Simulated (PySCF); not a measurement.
**Argon: a sound run and one with changed settings**

Sound run: Ar²⁺ [Ne] 3s2 3p4, Ar³⁺ [Ne] 3s2 3p3. Computed with PySCF 2.14 in 6-31G* (4s3p1d, 18 functions), with the non-relativistic Hamiltonian (point nucleus). The sound run starts from symmetry-adapted Hartree-Fock orbitals and uses a fine grid where one is needed.

Changed run: initial guess 1e, at most 5 SCF cycles. This setting is unsound on purpose.

```csv
species,method,sound run (hartree),changed run (hartree),converged
Ar²⁺,UHF,-525.26382,-525.26382,no
Ar²⁺,LDA,-524.27260,-524.27260,yes
Ar²⁺,r2SCAN,-525.86777,-525.86777,no
Ar³⁺,UHF,-523.81842,-523.81842,no
Ar³⁺,LDA,-522.77105,-522.77105,yes
Ar³⁺,r2SCAN,-524.37375,-524.37375,no
```

Ionisation energy of Ar²⁺:

| method | sound run (eV) | changed run (eV) |
| --- | --- | --- |
| LDA | 40.859 | 40.859 |

The SCF was stopped early; the energies are upper bounds that still move, and correlated levels were skipped or rest on poor orbitals.

For comparison, NIST gives 40.735 ± 0.012 eV between the lowest levels.
